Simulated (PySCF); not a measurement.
KCl, SMILES [Cl][K]. Coordinates come from a PBE-D3(BJ)/def2-TZVPD optimisation.

Computed equilibrium geometry at PBE-D3(BJ)/def2-TZVPD (PySCF confirms it by a frequency run) as a Z-matrix, and its point group:
point group C∞v.
```
K
Cl 1 2.7009
```
Charge 0, spin multiplicity 1.
